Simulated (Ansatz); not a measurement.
Stretching the Se1–Se2 bond in Se2 (multiplicity 3 held). Energies count from the point at 2.188 Å.


Unrestricted levels (U-) break spin symmetry where that is lower. Active spaces are followed from rest. Curves can end on different states.

Cores are frozen in the correlated methods. Filled d and f shells under p-block atoms count as core.

Run with Ansatz (a program for electronic structure) with Gaussian orbitals. Values without a source in brackets are computed.

U-PBE/cc-pVTZ gives 432.7 kJ/mol for the energy at R = 8.753 Å.

Problem. Predict the shift from PBE, with its sign, for: U-B3LYP/cc-pVTZ, U-wB97X-V/cc-pVTZ, U-MP2/cc-pVTZ, U-CCSD(T)/cc-pVTZ, SC-NEVPT2 on CASSCF(12,8)/cc-pVTZ, FIC-MRCISD+Q on CASSCF(12,8)/cc-pVTZ.

Solution. U-B3LYP/cc-pVTZ -49.9; U-wB97X-V/cc-pVTZ -59.7; U-MP2/cc-pVTZ -52.6; U-CCSD(T)/cc-pVTZ -83.6; SC-NEVPT2 on CASSCF(12,8)/cc-pVTZ -113.7; FIC-MRCISD+Q on CASSCF(12,8)/cc-pVTZ -118.7 kJ/mol. 0 of 6 lie above PBE; the widest gap is to FIC-MRCISD+Q on CASSCF(12,8)/cc-pVTZ.

Doubts at one or more of the structures used: a spin-contaminated determinant (U-PBE/cc-pVTZ, U-B3LYP/cc-pVTZ, U-wB97X-V/cc-pVTZ, U-MP2/cc-pVTZ, U-CCSD(T)/cc-pVTZ); the program's own flag: large difference (U-CCSD(T)/cc-pVTZ).
